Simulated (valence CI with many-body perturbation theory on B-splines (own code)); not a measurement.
E1 transitions of V¹⁷⁺

Method: relativistic CI+MBPT: four valence electrons over a frozen Dirac-Fock core [He], a basis of 11 s, 11 p, 9 d, 7 f, 5 g, 2 h, 1 i functions for each j, with the one-electron correlation potential Σ1 (screened to all orders), the two-electron term Σ2, the three-electron term Σ3, Breit, model QED; selected single and double excitations, second order for the rest (own B-spline code, finite nucleus).

No measured levels were compared; by estimate levels of excited configurations hold to 0.05 to 0.15 % of their energy, terms of the ground configuration to about 0.5 %.

Lines 1 to 50 of 251 in falling wavelength, among levels below 812.98 eV, chosen from the strongest by gf and those to the six lowest levels. Wavelengths and rates use the calculated energies, so an error of 400 cm⁻¹ moves a line at 78.52 nm by 0.31 % and its rate by three times that or more. Electric multipoles are in the length gauge, E1 and E2 with the static RPA response of the core. Weak lines are less certain than strong ones. Lines between different terms over intervals too small for the method are left out, as are lines whose strength nearly cancels. Where a level lies close to another of its J and parity, the split of strength between their lines is uncertain. The highest levels of a list are the least certain.

Names give the largest LS component (configuration and term), which can be under half, so a name can repeat, a term be missing and a line seem to break the LS rules; names also repeat where a configuration has a term twice. Letters in brackets count levels of one name in rising energy.

```tsv
λ vac (nm)	Upper	Lower	A (s⁻¹)	S (a.u.) with core polarisation	S without
78.52	2s 2p2 3p 1D°_2	2s 2p2 3s 1D_2	2.84e+08	3.39e-01	3.39e-01
70.23	2s 2p2 3p 1F°_3	2s 2p2 3s 1D_2	6.37e+08	7.62e-01	7.62e-01
69.43	2s 2p2 3d 5P_3	2s 2p2 3p 5S°_2	2.20e+08	2.54e-01	2.54e-01
68.89	2s2 2p 3p 3D_1	2s2 2p 3s 3P°_1	4.70e+08	2.28e-01	2.28e-01
67.64	2s 2p2 3p 3D°_3 [a]	2s 2p2 3s 3P_2 [a]	6.66e+08	7.12e-01	7.12e-01
66.77	2s 2p2 3p 3D°_2 [a]	2s 2p2 3s 3P_1 [a]	6.70e+08	4.92e-01	4.93e-01
66.63	2s2 2p 3p 3P_1	2s2 2p 3s 1P°_1	5.74e+08	2.52e-01	2.52e-01
65.23	2s 2p2 3d 5P_2	2s 2p2 3p 5S°_2	4.31e+08	2.95e-01	2.95e-01
64.76	2s 2p2 3p 5D°_2	2s 2p2 3s 5P_2	3.06e+08	2.05e-01	2.05e-01
63.34	2s 2p2 3p 3P°_1	2s 2p2 3s 3P_2 [a]	6.09e+08	2.29e-01	2.29e-01
63.30	2s 2p2 3d 5P_1	2s 2p2 3p 5S°_2	5.58e+08	2.10e-01	2.10e-01
63.05	2s 2p2 3d 5F_5	2s 2p2 3p 5D°_4	9.06e+08	1.23e+00	1.23e+00
62.58	2s 2p2 3p 3F°_2	2s 2p2 3s 3D_1	5.79e+08	3.50e-01	3.50e-01
61.84	2s 2p2 3p 5D°_1	2s 2p2 3s 5P_1	8.54e+08	2.99e-01	2.99e-01
61.36	2s 2p2 3d 5F_4	2s 2p2 3p 5D°_3	9.58e+08	9.83e-01	9.83e-01
61.33	2s 2p2 3p 3P°_2	2s 2p2 3s 3P_2 [a]	9.15e+08	5.21e-01	5.21e-01
59.48	2s 2p2 3d 5F_3	2s 2p2 3p 5D°_2	9.66e+08	7.02e-01	7.02e-01
59.13	2s 2p2 3d 5D_2	2s 2p2 3p 5P°_2	4.70e+08	2.40e-01	2.40e-01
58.29	2s 2p2 3d 5D_4	2s 2p2 3p 5P°_3	7.68e+08	6.75e-01	6.75e-01
58.16	2s 2p2 3d 5D_4	2s 2p2 3p 5D°_4	4.12e+08	3.60e-01	3.60e-01
57.77	2s 2p2 3d 5D_3	2s 2p2 3p 5P°_2	7.68e+08	5.12e-01	5.12e-01
57.71	2s 2p2 3p 3F°_3	2s 2p2 3s 3D_2	1.23e+09	8.16e-01	8.16e-01
57.49	2s 2p2 3d 5F_1	2s 2p2 3p 5D°_0	6.39e+08	1.80e-01	1.80e-01
57.43	2s2 2p 3p 3D_3	2s2 2p 3s 3P°_2	1.26e+09	8.21e-01	8.21e-01
56.81	2s2 2p 3d 3F°_4	2s2 2p 3p 3D_3	1.14e+09	9.30e-01	9.30e-01
56.40	2s 2p2 3p 5D°_4	2s 2p2 3s 5P_3	1.54e+09	1.22e+00	1.22e+00
56.28	2s 2p2 3p 5P°_3	2s 2p2 3s 5P_3	1.25e+09	7.69e-01	7.69e-01
56.25	2s 2p2 3d 5F_2	2s 2p2 3p 5D°_1	6.95e+08	3.05e-01	3.05e-01
55.92	2s 2p2 3p 5D°_3	2s 2p2 3s 5P_2	1.43e+09	8.65e-01	8.65e-01
55.35	2s 2p2 3d 5D_3	2s 2p2 3p 5D°_3	3.13e+08	1.84e-01	1.84e-01
55.18	2s2 2p 3d 3F°_3	2s2 2p 3p 3D_2	1.22e+09	7.06e-01	7.06e-01
55.11	2s 2p2 3p 3F°_4	2s 2p2 3s 3D_3	1.69e+09	1.25e+00	1.26e+00
55.01	2s 2p2 3p 5D°_2	2s 2p2 3s 5P_1	1.14e+09	4.68e-01	4.68e-01
54.42	2s2 2p 3p 3D_2	2s2 2p 3s 3P°_1	1.35e+09	5.39e-01	5.39e-01
54.33	2s2 2p 3d 3D°_3	2s2 2p 3p 3P_2	8.28e+08	4.59e-01	4.59e-01
54.00	2s 2p2 3p 1D°_2	2s 2p2 3s 3D_1	5.34e+08	2.08e-01	2.08e-01
53.97	2s 2p2 3p 5P°_1	2s 2p2 3s 5P_2	1.03e+09	2.40e-01	2.41e-01
53.65	2s 2p2 3p 5P°_2	2s 2p2 3s 5P_2	7.82e+08	2.98e-01	2.98e-01
53.26	2s2 2p 3p 3S_1	2s2 2p 3s 3P°_2	1.48e+09	3.30e-01	3.30e-01
53.07	2s2 2p 3d 1D°_2 [b]	2s2 2p 3p 3P_1	9.69e+08	3.57e-01	3.57e-01
52.89	2s2 2p 3p 1P_1	2s2 2p 3s 3P°_0	1.05e+09	2.31e-01	2.31e-01
52.66	2s2 2p 3d 1D°_2 [a]	2s2 2p 3p 1P_1	1.23e+09	4.44e-01	4.44e-01
52.38	2s 2p2 3d 5P_3	2s 2p2 3p 5P°_3	9.23e+08	4.58e-01	4.58e-01
52.18	2s 2p2 3d 3F_4	2s 2p2 3p 3D°_3 [a]	1.53e+09	9.63e-01	9.63e-01
52.11	2s 2p2 3p 3D°_1 [b]	2s 2p2 3s 3D_1	7.62e+08	1.60e-01	1.60e-01
51.75	2s2 2p 3p 3P_2	2s2 2p 3s 3P°_2	1.54e+09	5.25e-01	5.26e-01
51.69	2s 2p2 3d 3F_2	2s 2p2 3p 3D°_1 [a]	1.27e+09	4.34e-01	4.34e-01
51.59	2s 2p2 3d 3F_3	2s 2p2 3p 3D°_2 [a]	1.46e+09	6.90e-01	6.90e-01
51.36	2s2 2p 3d 3F°_2	2s2 2p 3p 3D_1	1.24e+09	4.14e-01	4.14e-01
51.30	2s2 2p 3d 3P°_2	2s2 2p 3p 3P_2	5.80e+08	1.93e-01	1.93e-01
```
